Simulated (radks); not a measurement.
Values are calculated unless marked as measured or tabulated.
How relativity changes the ionisation of the hafnium ion Hf47+ ([Ar] 3d7) to Hf48+ ([Ar] 3d6). Spin-unpolarised spherical Kohn-Sham, PBE, point nucleus unless stated (finite: rms radius 5.347 fm), a radial shooting solver on a logarithmic mesh with Libxc functionals. A level marked "c x" has the speed of light scaled by that factor and shares open shells by 2j + 1; other Dirac levels either fill j = l - 1/2 first or share by 2j + 1.

| level | E(Hf47+) (hartree) | E(Hf48+) (hartree) | IE (eV) | HOMO | <r> HOMO (bohr) |
|---|---|---|---|---|---|
| non-rel. | -12597.8370 | -12445.8693 | 4135.3 | 3d | 0.1803 |
| scalar-rel. | -13332.8886 | -13180.5494 | 4145.4 | 3d | 0.1786 |
| scalar-rel., finite nucleus | -13330.8416 | -13178.5014 | 4145.4 | 3d | 0.1786 |
| Dirac, 2j+1 shares | -13351.6779 | -13199.3607 | 4144.8 | 3d5/2 | 0.1800 |
| Dirac, low j first | -13354.4726 | -13203.1602 | 4117.4 | 3d5/2 | 0.1801 |
| Dirac, 2j+1 shares, finite nucleus | -13349.6138 | -13197.2955 | 4144.8 | 3d5/2 | 0.1800 |
| Dirac, c x 0.85 | -13713.4379 | -13561.0274 | 4147.3 | 3d5/2 | 0.1800 |
| Dirac, c x 2 | -12766.3378 | -12614.2711 | 4137.9 | 3d5/2 | 0.1802 |
| Dirac, c x 5 | -12624.0550 | -12472.0710 | 4135.7 | 3d5/2 | 0.1803 |

NIST Atomic Spectra Database: 4118 eV (theoretical). The relativistic part of the total energy of Hf47+ is -751.8 hartree (Dirac, 2j+1 shares, finite nucleus), 6 % of the non-relativistic value. Spin polarisation and multiplet splitting of open shells are left out at every level.

Beside tabulated values, note that relativity, absent from the non-relativistic runs, is large for the heavy elements, and spin-unpolarised runs miss the spin-polarisation part of the exchange energy of open shells.
